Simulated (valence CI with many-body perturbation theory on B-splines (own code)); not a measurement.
# F IV: calculated level list

Computed by relativistic CI+MBPT: four valence electrons over a frozen Dirac-Fock core [He], radial functions for each j: 11 s, 11 p, 9 d, 7 f, 5 g, 2 h, 1 i, with the one-electron correlation potential Σ1 (screened to all orders), the two-electron term Σ2, the three-electron term Σ3, Breit, model QED; selected single and double excitations, second order for the rest, scaled by the run's own slope (own B-spline code, finite nucleus).

Against 35 measured levels this calculation errs by 93 cm⁻¹ on average and by 255 at most. These come from a selection out of Moore, Atomic Energy Levels, vol. I, NSRDS-NBS 35 (1971 reprint of NBS Circular 467, 1949), an old analysis. Levels without a partner in it may be off by more. Among the levels kept, up to 350 cm⁻¹ of a level comes from second order outside the variational space, and about a tenth of that is noise between levels of different J, which matters for small intervals.

Levels 1 to 45 of 72, with energies above the lowest level, 2s²2p² ³P_0. "Leading %" is the weight of the configuration and term that name the level; weights of strongly mixed levels are sums over their largest components and can fall short. In the jj column 3d3/2^4 stands for four electrons in 3d with j = 3/2. Lifetimes count E1, E2, E3, M1 and M2 decay at the calculated energies, and are blank where another channel may lead or the interval is too uncertain; long ones can be off by a factor of two.

```csv
No.,Configuration,Term,J,E (cm⁻¹),Leading %,Leading jj,g,Lifetime
1,2s²2p²,³P,0,0,97,2s^2 2p1/2^2 (66 %),,
2,2s²2p²,³P,1,227,97,2s^2 2p1/2 2p3/2 (97 %),1.501,4740 s
3,2s²2p²,³P,2,614,97,2s^2 2p3/2^2 (64 %),1.501,1280 s
4,2s²2p²,¹D,2,25325,97,2s^2 2p1/2 2p3/2 (64 %),1.000,7.52 s
5,2s²2p²,¹S,0,53702,94,2s^2 2p3/2^2 (63 %),,
6,2s2p³,⁵S°,2,74058,100,2s 2p1/2 2p3/2^2 (55 %),2.002,358 μs
7,2s2p³,³D°,3,147886,98,2s 2p1/2 2p3/2^2 (98 %),1.334,1.15 ns
8,2s2p³,³D°,2,147935,98,2s 2p1/2 2p3/2^2 (66 %),1.167,1.14 ns
9,2s2p³,³D°,1,147949,98,2s 2p1/2 2p3/2^2 (44 %),0.499,1.14 ns
10,2s2p³,³P°,2,175347,98,2s 2p3/2^3 (50 %),1.501,405 ps
11,2s2p³,³P°,1,175351,98,2s 2p1/2 2p3/2^2 (66 %),1.501,404 ps
12,2s2p³,³P°,0,175373,98,2s 2p1/2 2p3/2^2 (98 %),,403 ps
13,2s2p³,¹D°,2,229096,97,2s 2p1/2 2p3/2^2 (75 %),1.000,133 ps
14,2s2p³,³S°,1,238506,98,2s 2p1/2 2p3/2^2 (54 %),2.002,55.6 ps
15,2s2p³,¹P°,1,257645,97,2s 2p3/2^3 (34 %),1.000,73.8 ps
16,2p⁴,³P,2,348440,95,2p1/2^2 2p3/2^2 (65 %),1.501,120 ps
17,2p⁴,³P,1,348877,95,2p1/2 2p3/2^3 (95 %),1.501,120 ps
18,2p⁴,³P,0,349073,95,2p3/2^4 (63 %),,120 ps
19,2p⁴,¹D,2,367548,94,2p1/2 2p3/2^3 (64 %),1.000,281 ps
20,2s²2p3s,³P°,0,416329,93,2s^2 2p1/2 3s (93 %),,108 ps
21,2s²2p3s,³P°,1,416552,93,2s^2 2p1/2 3s (66 %),1.500,108 ps
22,2s²2p3s,³P°,2,417053,93,2s^2 2p3/2 3s (93 %),1.501,108 ps
23,2p⁴,¹S,0,422285,90,2p1/2^2 2p3/2^2 (59 %),,113 ps
24,2s²2p3s,¹P°,1,423531,93,2s^2 2p3/2 3s (66 %),1.001,75.3 ps
25,2s²2p3p,¹P,1,447929,93,2s^2 2p3/2 3p3/2 (47 %),0.998,3.43 ns
26,2s²2p3p,³D,1,451739,93,2s^2 2p1/2 3p1/2 (64 %),0.501,2.71 ns
27,2s²2p3p,³D,2,452002,94,2s^2 2p1/2 3p3/2 (49 %),1.167,2.70 ns
28,2s²2p3p,³D,3,452434,94,2s^2 2p3/2 3p3/2 (94 %),1.334,2.69 ns
29,2s²2p3p,³S,1,456803,93,2s^2 2p3/2 3p3/2 (37 %),1.999,1.04 ns
30,2s²2p3p,³P,0,460098,90,2s^2 2p1/2 3p1/2 (62 %),,904 ps
31,2s²2p3p,³P,1,460270,90,2s^2 2p3/2 3p1/2 (51 %),1.503,906 ps
32,2s²2p3p,³P,2,460525,90,2s^2 2p3/2 3p3/2 (58 %),1.501,905 ps
33,2s²2p3p,¹D,2,469579,93,2s^2 2p3/2 3p3/2 (33 %),1.000,1.66 ns
34,2s²2p3p,¹S,0,480221,92,2s^2 2p3/2 3p3/2 (63 %),,903 ps
35,2s²2p3d,³F°,2,492341,47,2s^2 2p1/2 3d3/2 (82 %),0.833,77.5 ps
36,2s²2p3d,¹D°,2,492810,47,2s^2 2p3/2 3d5/2 (35 %),0.834,76.8 ps
37,2s²2p3d,³F°,3,492811,94,2s^2 2p3/2 3d3/2 (46 %),1.084,2.35 ns
38,2s²2p3d,³F°,4,493154,94,2s^2 2p3/2 3d5/2 (94 %),1.250,3.81 ns
39,2s²2p3d,³D°,1,497412,93,2s^2 2p1/2 3d3/2 (53 %),0.504,17.1 ps
40,2s²2p3d,³D°,2,497508,92,2s^2 2p3/2 3d3/2 (49 %),1.169,17.1 ps
41,2s²2p3d,³D°,3,497659,93,2s^2 2p3/2 3d5/2 (65 %),1.333,17.1 ps
42,2s²2p3d,³P°,2,500329,92,2s^2 2p3/2 3d5/2 (45 %),1.497,29.4 ps
43,2s²2p3d,³P°,1,500538,93,2s^2 2p3/2 3d3/2 (57 %),1.496,29.4 ps
44,2s²2p3d,³P°,0,500649,93,2s^2 2p3/2 3d3/2 (93 %),,29.5 ps
45,2s2p²3s,⁵P,1,502222,98,2s 2p1/2 2p3/2 3s (41 %),2.503,137 ps
```

Names give the largest LS component (configuration and term), which can be under half, so a name can repeat, a term be missing and a line seem to break the LS rules; names also repeat where a configuration has a term twice.

Where two levels of one J and parity lie close, their mixing, g and order are uncertain.

The ionisation energy to 2s²2p ²P°1/2 of the next ion comes out as 87.163 eV (NIST: 87.175 ± 0.017 eV (semi-empirical)). All 72 levels together are meant to be complete up to 564363 cm⁻¹.
